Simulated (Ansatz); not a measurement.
Basis-set extrapolation for `CC(=O)OC1=CC(=O)OC1=O` (PBE0-D4/def2-TZVP geometry, frozen core, Ansatz 0.2.0). Multiplicity 1, RHF reference.

|  | def2-TZVPP | def2-QZVPP |
| --- | --- | --- |
| HF | -604.115380 | -604.141495 |
| MP2 correlation | -2.058069 | -2.209870 |
| CCSD(T) correlation | -2.167094 | not run |

Energies in hartree. Use E(X) = E(∞) + A·exp(−7.88·√X) for Hartree–Fock and E(X) = E(∞) + B·X^(−2.97) for correlation, with X = 3 and 4, and add CCSD(T) minus MP2 of the smaller set to the MP2 limit.

Q: What is the CCSD(T) energy at the basis-set limit?

A: HF limit: -604.141495 + (-0.026115) × 0.13774 = -604.14509. MP2 limit: -2.209870 + (-0.151801) × 0.74074 = -2.32232. Higher-order term: -2.167094 − (-2.058069) = -0.10902. Total: -606.57643 hartree, 8.00 eV below CCSD(T)/def2-TZVPP.
